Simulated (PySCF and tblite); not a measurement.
3 regioisomers of C₆H₉NOS:

```json
{"isomer": "A", "SMILES": "[N:1]#[C:2][C@@H:3]1[CH2:4][CH2:5][CH2:6][S@:7](=[O:8])[CH2:9]1"}
{"isomer": "B", "SMILES": "[N:1]#[C:2][C@H:3]1[CH2:4][CH2:5][S@:6](=[O:7])[CH2:8][CH2:9]1"}
{"isomer": "C", "SMILES": "[N:1]#[C:2][C@H:3]1[CH2:4][CH2:5][CH2:6][CH2:7][S@@:8]1=[O:9]"}
```

Protocol: conformer search, at most 4 conformers an isomer, GFN2-xTB geometries, energies PBE0/pcSseg-1 (IEF-PCM, acetonitrile) (D3(BJ) added where defined), GIAO shieldings PBE0/pcSseg-1 (IEF-PCM, acetonitrile), weights at 298.15 K with GFN2-xTB thermal terms. Programs: PySCF with density fitting and tblite.

Question: What shifts does each isomer give (ppm; of two unlike H on one atom, a is the less shielded)?

Answer: 
A: ¹H (against TMS): 3.19 (H3, 1H), 3.04 (H9a, 1H), 2.99 (H6a, 1H), 2.87 (H6b, 1H), 2.86 (H9b, 1H), 2.72 (H5a, 1H), 2.04 (H4a, 1H), 2.01 (H4b, 1H), 1.83 (H5b, 1H). ¹³C (against TMS): 131.6 (C2), 58.6 (C6), 56.7 (C9), 33.8 (C4), 24.6 (C3), 19.6 (C5). ¹⁵N (against NH3): 282.3 (N1).

B: ¹H (against TMS): 3.11 (H3, 1H), 2.95 (H4a/H9a, 2H), 2.91 (H5a/H8a, 2H), 2.79 (H5b/H8b, 2H), 2.06 (H4b/H9b, 2H). ¹³C (against TMS): 132.1 (C2), 51.9 (C5/C8), 28.0 (C3), 21.7 (C4/C9). ¹⁵N (against NH3): 283.9 (N1).

C: ¹H (against TMS): 3.74 (H3, 1H), 3.06 (H7a, 1H), 3.05 (H7b, 1H), 2.65 (H4a, 1H), 2.46 (H6a, 1H), 2.12 (H4b, 1H), 1.88 (H5a, 1H), 1.85 (H6b, 1H), 1.75 (H5b, 1H). ¹³C (against TMS): 127.6 (C2), 53.9 (C7), 49.3 (C3), 26.7 (C5), 23.3 (C4), 19.2 (C6). ¹⁵N (against NH3): 300.1 (N1).

Unscaled ¹⁵N shifts at such levels can be off by tens of ppm; differences between conformers or isomers are more reliable. Shifts are unscaled: against experiment ¹³C can be off by 15 ppm or more and ¹H by 0.8 ppm.


¹⁵N shifts are against a computed isolated NH3 molecule, about 20 ppm from the liquid.